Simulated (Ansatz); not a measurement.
A short molecular-dynamics run on `[CH3][W]([CH3])(=[O])=[S]`.

```yaml
crystal:
  periodic: [false, false, false]
  atoms:
    - {symbol: C, position_ang: [-1.708006, 0.508132, 0.165614]}
    - {symbol: W, position_ang: [0.207573, 0.317115, -0.671972]}
    - {symbol: C, position_ang: [1.471227, -0.896375, 0.484859]}
    - {symbol: O, position_ang: [0.032683, -0.422701, -2.185910]}
    - {symbol: S, position_ang: [1.080351, 2.252270, -0.853086]}
    - {symbol: H, position_ang: [-1.630833, 0.980187, 1.150662]}
    - {symbol: H, position_ang: [-2.376712, 1.111471, -0.452994]}
    - {symbol: H, position_ang: [-2.145684, -0.492154, 0.269034]}
    - {symbol: H, position_ang: [1.600570, -0.448970, 1.475948]}
    - {symbol: H, position_ang: [2.458295, -1.022316, 0.033536]}
    - {symbol: H, position_ang: [1.010516, -1.886658, 0.584300]}
basis:
  gaussian: {orbitals: def2-SVP}
hamiltonian: {xc: {name: PBE}}
md: {timestep: 0.5 fs, n_steps: 50, ensemble: nve, temperature: 1500, initial_velocities: maxwell_boltzmann, seed: 891}
```

```sh
$ ansatz run in.yaml --threads 4 --pin off --events-out ev --progress --plain --max-ram 11315MiB
```

```
step  time (fs)  potential energy (eV)  kinetic (eV)  T (K)  conserved (eV)
   0        0.0            -16867.9207        1.7450   1500     -16866.1757
   1        0.5            -16867.9144        1.7388   1495     -16866.1757
   2        1.0            -16867.8525        1.6779   1442     -16866.1746
   3        1.5            -16867.7510        1.5779   1356     -16866.1730
   4        2.0            -16867.6344        1.4629   1257     -16866.1716
   5        2.5            -16867.5259        1.3552   1165     -16866.1707
   6        3.0            -16867.4400        1.2696   1091     -16866.1704
   7        3.5            -16867.3819        1.2114   1041     -16866.1705
   8        4.0            -16867.3499        1.1791   1014     -16866.1708
   9        4.5            -16867.3391        1.1680   1004     -16866.1711
  10        5.0            -16867.3437        1.1722   1008     -16866.1715
  11        5.5            -16867.3560        1.1839   1018     -16866.1721
  12        6.0            -16867.3664        1.1935   1026     -16866.1729
  13        6.5            -16867.3638        1.1903   1023     -16866.1735
  14        7.0            -16867.3392        1.1655   1002     -16866.1737
  15        7.5            -16867.2904        1.1172    960     -16866.1732
  16        8.0            -16867.2269        1.0550    907     -16866.1719
  17        8.5            -16867.1698        0.9995    859     -16866.1703
  18        9.0            -16867.1448        0.9757    839     -16866.1691
  19        9.5            -16867.1692        0.9999    860     -16866.1692
  20       10.0            -16867.2407        1.0701    920     -16866.1707
  21       10.5            -16867.3377        1.1651   1001     -16866.1727
  22       11.0            -16867.4289        1.2545   1078     -16866.1744
  23       11.5            -16867.4866        1.3115   1127     -16866.1752
  24       12.0            -16867.4977        1.3228   1137     -16866.1749
  25       12.5            -16867.4650        1.2912   1110     -16866.1738
  26       13.0            -16867.4038        1.2312   1058     -16866.1726
  27       13.5            -16867.3328        1.1612    998     -16866.1716
  28       14.0            -16867.2670        1.0958    942     -16866.1712
  29       14.5            -16867.2137        1.0426    896     -16866.1711
  30       15.0            -16867.1743        1.0031    862     -16866.1712
  31       15.5            -16867.1474        0.9761    839     -16866.1714
  32       16.0            -16867.1304        0.9588    824     -16866.1716
  33       16.5            -16867.1194        0.9475    814     -16866.1719
  34       17.0            -16867.1089        0.9365    805     -16866.1724
  35       17.5            -16867.0914        0.9185    790     -16866.1729
  36       18.0            -16867.0597        0.8865    762     -16866.1732
  37       18.5            -16867.0105        0.8375    720     -16866.1730
  38       19.0            -16866.9482        0.7761    667     -16866.1722
  39       19.5            -16866.8863        0.7153    615     -16866.1710
  40       20.0            -16866.8430        0.6730    579     -16866.1700
  41       20.5            -16866.8335        0.6637    571     -16866.1698
  42       21.0            -16866.8614        0.6909    594     -16866.1705
  43       21.5            -16866.9162        0.7444    640     -16866.1718
  44       22.0            -16866.9783        0.8052    692     -16866.1731
  45       22.5            -16867.0276        0.8537    734     -16866.1739
  46       23.0            -16867.0515        0.8775    754     -16866.1739
  47       23.5            -16867.0493        0.8761    753     -16866.1733
  48       24.0            -16867.0316        0.8594    739     -16866.1722
  49       24.5            -16867.0138        0.8424    724     -16866.1714
  50       25.0            -16867.0083        0.8372    720     -16866.1711
```

Velocities are drawn at the set temperature; a run this short doesn't reach equilibrium.

Frames (Å, forces in eV/Å):

```xyz
11
time=0.0 fs
C    -1.708    0.508    0.166    0.331   -0.023   -0.163
W     0.208    0.317   -0.672   -0.196   -0.151    1.287
C     1.471   -0.896    0.485   -0.207    0.215   -0.217
O     0.033   -0.423   -2.186   -0.118   -0.564   -1.306
S     1.080    2.252   -0.853    0.367    0.798   -0.139
H    -1.631    0.980    1.151    0.038    0.250    0.497
H    -2.377    1.111   -0.453   -0.372    0.315   -0.312
H    -2.146   -0.492    0.269   -0.218   -0.498    0.037
H     1.601   -0.449    1.476    0.074    0.233    0.501
H     2.458   -1.022    0.034    0.529   -0.082   -0.221
H     1.011   -1.887    0.584   -0.227   -0.494    0.035
11
time=1.5 fs
C    -1.729    0.502    0.174   -0.634   -0.492   -1.248
W     0.209    0.315   -0.672   -0.057    0.804    2.148
C     1.466   -0.913    0.499    0.481   -0.891   -2.584
O     0.023   -0.405   -2.177   -0.193   -0.975   -2.033
S     1.086    2.267   -0.865    0.147    0.316   -0.062
H    -1.637    0.976    1.162   -0.166    0.260    0.274
H    -2.432    1.091   -0.533    0.724   -0.685    1.015
H    -2.114   -0.571    0.286    0.152    0.900   -0.091
H     1.578   -0.476    1.448    0.018    0.775    2.199
H     2.525   -0.985    0.078   -0.967   -0.253    0.201
H     0.935   -1.906    0.507    0.494    0.240    0.181
11
time=3.0 fs
C    -1.750    0.495    0.180   -0.699   -0.849   -1.536
W     0.211    0.313   -0.671    0.067    1.634    2.871
C     1.461   -0.931    0.509    0.789   -0.934   -2.882
O     0.014   -0.388   -2.172   -0.260   -1.300   -2.615
S     1.093    2.282   -0.877   -0.060   -0.138    0.014
H    -1.647    0.977    1.179   -0.345    0.109   -0.189
H    -2.473    1.057   -0.591    1.180   -1.017    1.731
H    -2.080   -0.632    0.302    0.213    1.689   -0.159
H     1.555   -0.487    1.464   -0.226    0.530    2.033
H     2.573   -0.954    0.126   -1.769   -0.489    0.300
H     0.870   -1.920    0.435    1.108    0.765    0.434
11
time=4.5 fs
C    -1.773    0.486    0.184   -0.085   -0.948   -1.263
W     0.213    0.311   -0.670    0.176    2.308    3.344
C     1.458   -0.951    0.515    0.699    0.121   -1.328
O     0.004   -0.373   -2.169   -0.308   -1.499   -2.953
S     1.099    2.297   -0.888   -0.251   -0.566    0.091
H    -1.665    0.980    1.192   -0.455   -0.054   -0.608
H    -2.490    1.001   -0.614    1.063   -0.848    1.778
H    -2.042   -0.658    0.314    0.058    1.736   -0.152
H     1.528   -0.489    1.521   -0.508   -0.342    0.283
H     2.583   -0.933    0.180   -1.766   -0.691    0.147
H     0.828   -1.919    0.371    1.378    0.782    0.662
11
time=6.0 fs
C    -1.796    0.476    0.186    1.114   -0.829   -0.547
W     0.215    0.310   -0.668    0.258    2.810    3.467
C     1.456   -0.970    0.517    0.012    1.299    0.243
O    -0.006   -0.360   -2.171   -0.320   -1.548   -2.973
S     1.105    2.311   -0.900   -0.428   -0.968    0.171
H    -1.692    0.982    1.192   -0.475   -0.106   -0.756
H    -2.484    0.928   -0.599    0.331   -0.248    1.040
H    -2.002   -0.647    0.323   -0.204    1.022   -0.053
H     1.490   -0.497    1.585   -0.605   -0.963   -1.170
H     2.557   -0.926    0.238   -0.926   -0.782   -0.177
H     0.816   -1.901    0.321    1.243    0.312    0.755
11
time=7.5 fs
C    -1.816    0.464    0.186    2.855   -0.477    0.561
W     0.217    0.309   -0.667    0.285    3.120    3.197
C     1.454   -0.987    0.520   -1.218    2.259    1.258
O    -0.017   -0.350   -2.177   -0.283   -1.449   -2.657
S     1.110    2.325   -0.912   -0.586   -1.339    0.255
H    -1.729    0.983    1.176   -0.416    0.010   -0.539
H    -2.473    0.851   -0.564   -1.049    0.678   -0.545
H    -1.967   -0.616    0.331   -0.469   -0.416    0.162
H     1.439   -0.525    1.625   -0.532   -1.123   -1.768
H     2.513   -0.937    0.291    0.688   -0.720   -0.572
H     0.829   -1.878    0.288    0.726   -0.543    0.648
11
time=9.0 fs
C    -1.832    0.451    0.187    4.025    0.107    0.952
W     0.218    0.308   -0.665    0.227    3.226    2.583
C     1.450   -1.000    0.526   -2.086    2.832    1.481
O    -0.028   -0.341   -2.186   -0.195   -1.228   -2.059
S     1.115    2.338   -0.923   -0.721   -1.665    0.343
H    -1.775    0.983    1.150   -0.315    0.278    0.000
H    -2.484    0.787   -0.539   -2.044    1.198   -1.750
H    -1.942   -0.594    0.343   -0.597   -1.819    0.411
H     1.377   -0.577    1.628   -0.376   -0.922   -1.578
H     2.482   -0.962    0.332    2.002   -0.573   -0.767
H     0.858   -1.866    0.268    0.079   -1.433    0.383
11
time=10.5 fs
C    -1.841    0.439    0.190    3.165    0.280   -0.456
W     0.220    0.308   -0.662    0.074    3.142    1.746
C     1.442   -1.008    0.533   -1.444    2.407    0.355
O    -0.039   -0.334   -2.198   -0.062   -0.931   -1.280
S     1.120    2.350   -0.934   -0.829   -1.936    0.432
H    -1.827    0.990    1.123   -0.224    0.531    0.552
H    -2.535    0.747   -0.549   -1.191    0.683   -0.948
H    -1.929   -0.608    0.363   -0.528   -1.739    0.445
H     1.307   -0.648    1.598   -0.242   -0.407   -0.509
H     2.492   -1.000    0.358    1.447   -0.412   -0.528
H     0.889   -1.884    0.256   -0.166   -1.619    0.191
11
time=12.0 fs
C    -1.844    0.427    0.192    1.450   -0.309   -1.757
W     0.222    0.308   -0.659   -0.159    2.918    0.822
C     1.432   -1.012    0.542   -0.014    0.763   -1.879
O    -0.051   -0.328   -2.212    0.099   -0.603   -0.428
S     1.124    2.360   -0.945   -0.912   -2.151    0.516
H    -1.885    1.008    1.108   -0.142    0.445    0.576
H    -2.611    0.722   -0.578    0.429   -0.068    0.537
H    -1.927   -0.658    0.392   -0.362   -0.292    0.213
H     1.231   -0.727    1.559   -0.266    0.232    1.245
H     2.531   -1.047    0.372   -0.247   -0.143   -0.070
H     0.918   -1.935    0.249    0.122   -0.792    0.224
11
time=13.5 fs
C    -1.844    0.414    0.191    0.216   -0.727   -1.696
W     0.224    0.308   -0.657   -0.419    2.620   -0.077
C     1.422   -1.014    0.547    0.886   -0.863   -3.108
O    -0.062   -0.323   -2.226    0.268   -0.282    0.407
S     1.128    2.369   -0.956   -0.973   -2.320    0.592
H    -1.945    1.034    1.104    0.027   -0.049    0.011
H    -2.679    0.695   -0.597    1.460   -0.457    1.295
H    -1.934   -0.714    0.426   -0.194    1.054   -0.064
H     1.149   -0.803    1.545   -0.254    0.478    2.036
H     2.565   -1.096    0.385   -1.449    0.204    0.299
H     0.949   -2.003    0.247    0.432    0.342    0.305
11
time=15.0 fs
C    -1.844    0.401    0.188   -0.410   -0.669   -0.934
W     0.226    0.309   -0.654   -0.649    2.319   -0.879
C     1.413   -1.018    0.546    0.660   -1.669   -1.994
O    -0.073   -0.318   -2.240    0.424    0.004    1.159
S     1.131    2.377   -0.966   -1.019   -2.452    0.659
H    -2.005    1.060    1.100    0.301   -0.590   -0.590
H    -2.716    0.660   -0.590    1.763   -0.527    1.298
H    -1.944   -0.748    0.459   -0.055    1.659   -0.242
H     1.063   -0.868    1.572    0.252    0.325    0.770
H     2.570   -1.142    0.404   -1.718    0.506    0.483
H     0.989   -2.064    0.252    0.450    1.096    0.270
11
time=16.5 fs
C    -1.845    0.385    0.182   -0.349   -0.392   -0.049
W     0.228    0.310   -0.651   -0.828    2.052   -1.550
C     1.405   -1.025    0.542   -0.343   -1.905   -0.264
O    -0.083   -0.313   -2.252    0.559    0.236    1.796
S     1.133    2.383   -0.975   -1.053   -2.552    0.718
H    -2.059    1.073    1.084    0.578   -0.850   -0.817
H    -2.716    0.613   -0.555    1.367   -0.366    0.664
H    -1.956   -0.749    0.486    0.052    1.530   -0.269
H     0.983   -0.927    1.614    0.915    0.266   -0.849
H     2.539   -1.176    0.433   -1.095    0.697    0.510
H     1.038   -2.102    0.261    0.199    1.284    0.110
11
time=18.0 fs
C    -1.846    0.370    0.176    0.660    0.017    0.836
W     0.229    0.311   -0.649   -0.958    1.828   -2.088
C     1.396   -1.035    0.538   -1.671   -1.581    0.844
O    -0.093   -0.308   -2.262    0.670    0.409    2.297
S     1.135    2.387   -0.985   -1.078   -2.621    0.770
H    -2.100    1.068    1.051    0.747   -0.708   -0.585
H    -2.689    0.559   -0.507    0.146   -0.017   -0.629
H    -1.967   -0.717    0.508    0.113    0.677   -0.080
H     0.922   -0.979    1.640    1.271    0.359   -1.660
H     2.486   -1.196    0.473    0.319    0.751    0.457
H     1.091   -2.114    0.273   -0.219    0.887   -0.161
11
time=19.5 fs
C    -1.845    0.354    0.172    2.191    0.628    1.247
W     0.231    0.312   -0.646   -1.051    1.636   -2.501
C     1.385   -1.048    0.535   -2.616   -0.751    1.224
O    -0.101   -0.303   -2.269    0.758    0.521    2.653
S     1.135    2.389   -0.993   -1.091   -2.654    0.818
H    -2.125    1.049    1.006    0.723   -0.161    0.031
H    -2.659    0.505   -0.473   -1.356    0.312   -2.064
H    -1.975   -0.671    0.529    0.108   -0.753    0.347
H     0.887   -1.024    1.631    1.237    0.484   -1.667
H     2.440   -1.200    0.523    1.747    0.751    0.432
H     1.140   -2.107    0.282   -0.650   -0.012   -0.520
11
time=21.0 fs
C    -1.841    0.340    0.170    2.385    1.032    0.247
W     0.232    0.314   -0.644   -1.120    1.475   -2.781
C     1.369   -1.063    0.534   -1.817   -0.004    0.819
O    -0.109   -0.296   -2.272    0.823    0.569    2.850
S     1.135    2.389   -1.001   -1.086   -2.641    0.861
H    -2.135    1.027    0.962    0.501    0.609    0.766
H    -2.655    0.456   -0.481   -1.338    0.277   -2.136
H    -1.981   -0.642    0.558    0.088   -1.820    0.710
H     0.879   -1.058    1.587    0.768    0.572   -0.876
H     2.429   -1.187    0.582    1.648    0.841    0.385
H     1.175   -2.101    0.279   -0.854   -0.911   -0.846
11
time=22.5 fs
C    -1.833    0.327    0.168    0.922    0.448   -1.153
W     0.234    0.315   -0.643   -1.164    1.344   -2.908
C     1.350   -1.077    0.535    0.551    0.036   -0.522
O    -0.115   -0.289   -2.271    0.862    0.552    2.880
S     1.135    2.388   -1.009   -1.062   -2.581    0.897
H    -2.134    1.017    0.934    0.273    1.063    1.058
H    -2.678    0.414   -0.533    0.188    0.056   -0.770
H    -1.985   -0.649    0.600    0.190   -1.378    0.480
H     0.886   -1.080    1.526   -0.184    0.571    0.815
H     2.451   -1.156    0.649    0.126    0.857    0.112
H     1.192   -2.113    0.259   -0.701   -0.969   -0.890
11
time=24.0 fs
C    -1.823    0.315    0.165   -0.584   -0.399   -1.272
W     0.235    0.317   -0.642   -1.171    1.231   -2.855
C     1.332   -1.092    0.534    2.602   -0.477   -2.056
O    -0.121   -0.281   -2.267    0.870    0.475    2.741
S     1.133    2.385   -1.016   -1.021   -2.476    0.922
H    -2.127    1.029    0.927    0.266    0.749    0.562
H    -2.697    0.372   -0.601    1.414   -0.030    0.560
H    -1.985   -0.684    0.652    0.377   -0.032   -0.199
H     0.889   -1.090    1.483   -1.148    0.468    2.458
H     2.476   -1.108    0.718   -1.243    0.622   -0.310
H     1.194   -2.144    0.220   -0.363   -0.130   -0.550
11
time=25.0 fs
C    -1.817    0.306    0.161   -1.183   -0.621   -0.807
W     0.235    0.319   -0.641   -1.145    1.162   -2.709
C     1.322   -1.102    0.532    2.995   -0.764   -2.063
O    -0.124   -0.276   -2.262    0.853    0.392    2.558
S     1.132    2.382   -1.020   -0.986   -2.385    0.933
H    -2.119    1.047    0.930    0.345    0.256   -0.002
H    -2.695    0.345   -0.642    1.759   -0.010    1.098
H    -1.981   -0.710    0.686    0.465    0.726   -0.615
H     0.879   -1.091    1.481   -1.254    0.361    2.384
H     2.480   -1.068    0.761   -1.700    0.373   -0.567
H     1.191   -2.168    0.187   -0.151    0.511   -0.211
```

Hardware: 4 threads of an Arm Neoverse V2 on a shared host. Wall time 83 s, peak host memory 0.55 GiB.
